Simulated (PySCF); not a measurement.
# HIrO: breathing scan

Method: PySCF, UPBE0, basis Ir def2-TZVP with ECP60, O def2-TZVP, H def2-TZVP (scalar-relativistic core potentials, no spin–orbit coupling, density fitting).

Rigid scan from the triplet minimum (Ir–H 1.561 Å, Ir–O 1.686 Å; H–Ir–O 101.4°). Coordinate: all bonds to the central atom scaled together. Energies in kJ/mol from the minimum.

```
scale of all bonds to the centre  E (kJ/mol)  dipole size (D)  ⟨S²⟩
                            0.88       212.0             1.58  2.01
                            0.92        82.9             2.01  2.01
                            0.96        18.3             2.40  2.02
                            1.00         0.0             2.73  2.02
                            1.04        14.3             3.02  2.02
                            1.08        51.0             3.26  2.03
                            1.14       131.1             3.52  2.05
                            1.22       253.8             3.63  2.16
                            1.35       432.7             3.84  2.45
```

Spin contamination is strong at 1.35, so these points are less reliable.

Open d and f shells are described by one determinant, and the ground state may have another occupation or spin. No spin–orbit coupling is included, which matters more the heavier the element.

Other isomers or separated fragments may lie lower.

The scan took 28 s on 2 threads of a shared Arm Neoverse N1 host; the process peaked at 0.71 GiB.
